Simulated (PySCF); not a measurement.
A GIAO shielding run with PySCF (density fitting, non-relativistic, gas phase) on SMILES C1=CNC2=C1SC=C2O[SiH3], C₆H₇NOSSi:

```
$ OMP_NUM_THREADS=1 python probes_run.py task.json out

{"job": {"kind": "nmr", "xc": "PBE0", "basis": "pcSseg-1"}, "charge": 0, "multiplicity": 1}
Si    -3.262552     0.267455    -0.161839
O     -1.659197     0.543334    -0.101200
C     -0.610426    -0.280131     0.094796
C     -0.655085    -1.624995     0.301497
S      0.904233    -2.361532     0.518090
C      1.671045    -0.823059     0.330176
C      2.948473    -0.233608     0.322556
C      2.740924     1.103855     0.100303
N      1.405409     1.358151    -0.026913
C      0.732067     0.183734     0.111223
H     -3.741661    -0.288501     1.104260
H     -3.590879    -0.654929    -1.249624
H     -3.695723     1.634085    -0.402990
H     -1.531601    -2.239614     0.338871
H      3.889474    -0.724865     0.461467
H      3.460762     1.895231     0.024497
H      0.987738     2.257420    -0.195244
```

Hardware: 1 thread of an Arm Neoverse V2, shared host. The job also computes population analyses, field gradients, ring-centre shieldings.

(1) How large is the calculation?

(2) How long does it take, and how much memory does it need?

Results:

(1) 88 electrons, 219 basis functions and 1175 auxiliary functions.

(2) 54 s of wall time, with 14 SCF cycles and 5 response iterations; peak memory 1 GiB. Times on a shared host scatter by some tens of per cent.
